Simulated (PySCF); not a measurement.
Isomers of CH6OSi2. Gas-phase values, no solvent. One relaxed conformer stands for each flexible species; it need not be the lowest. Strings in code marks are SMILES.

Level of theory: PySCF 2.14.0 with PBE-D3(BJ)/def2-TZVP // B3LYP-D3(BJ)/def2-TZVP. Excitations are Tamm–Dancoff values on a coarser integration grid. The basis has no diffuse functions, so Rydberg states are missing or too high.

```tsv
species	HOMO (eV)	HOMO–LUMO gap (eV)	S1 oscillator strength	S1 excitation (TDA) (eV)	S1–T1 gap (TDA) (eV)
`[SiH2]=[SiH]CO` (H–O–C–Si torsion -173°, O–C–Si–Si torsion -106°)	-5.09	2.51	0.049	4.02	2.29
`OC1[SiH2][SiH2]1` (H–O–C–Si torsion 63°)	-5.48	4.32	0.012	4.60	0.72
`[SiH3][C@@H]1O[SiH2]1`	-6.46	4.90	0.017	5.07	0.57
`O/[SiH]=C/[SiH3]` (H–O–Si–C torsion 180°)	-5.45	3.86	0.016	4.54	1.36
```
